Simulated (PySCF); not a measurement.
Input file for PySCF: D3(BJ) and D4 dispersion corrections on OH (SMILES [OH]).

```python
from pyscf import gto
from pyscf.dispersion import dftd3, dftd4

mol = gto.M(
    atom='''
    O     0.00000000    0.00000000    0.48836012
    H    -0.00000000   -0.00000000   -0.48836012
    ''',
    basis='def2-svp',
    charge=0, spin=1, verbose=0, max_memory=1800)
d3, d4 = {}, {}
for xc in ['hf', 'pbe', 'blyp', 'revpbe', 'tpss', 'r2scan', 'b3lyp', 'pbe0', 'bhlyp', 'camb3lyp', 'b2plyp']:
    d3[xc] = float(dftd3.DFTD3Dispersion(mol, xc=xc, version='d3bj', atm=False).get_dispersion()['energy'])
    print(f'D3(BJ) {xc:10s} {d3[xc]:14.8f} Eh')
for xc in ['hf', 'pbe', 'blyp', 'revpbe', 'tpss', 'r2scan', 'b3lyp', 'pbe0', 'bhlyp', 'camb3lyp', 'b2plyp']:
    d4[xc] = float(dftd4.DFTD4Dispersion(mol, xc={'camb3lyp': 'cam-b3lyp'}.get(xc, xc), atm=True).get_dispersion()['energy'])
    print(f'D4     {xc:10s} {d4[xc]:14.8f} Eh')
```

Program output:

```
D3(BJ) hf            -0.00194381 Eh
D3(BJ) pbe           -0.00015206 Eh
D3(BJ) blyp          -0.00030766 Eh
D3(BJ) revpbe        -0.00044658 Eh
D3(BJ) tpss          -0.00017891 Eh
D3(BJ) r2scan        -0.00003586 Eh
D3(BJ) b3lyp         -0.00024579 Eh
D3(BJ) pbe0          -0.00011792 Eh
D3(BJ) bhlyp         -0.00017683 Eh
D3(BJ) camb3lyp      -0.00009149 Eh
D3(BJ) b2plyp        -0.00010120 Eh
D4     hf            -0.00036362 Eh
D4     pbe           -0.00007261 Eh
D4     blyp          -0.00017535 Eh
D4     revpbe        -0.00034931 Eh
D4     tpss          -0.00009907 Eh
D4     r2scan        -0.00001730 Eh
D4     b3lyp         -0.00011524 Eh
D4     pbe0          -0.00005814 Eh
D4     bhlyp         -0.00006809 Eh
D4     camb3lyp      -0.00005561 Eh
D4     b2plyp        -0.00004963 Eh
```

The run finished.

Cost: around 0.04 core-seconds (rough).
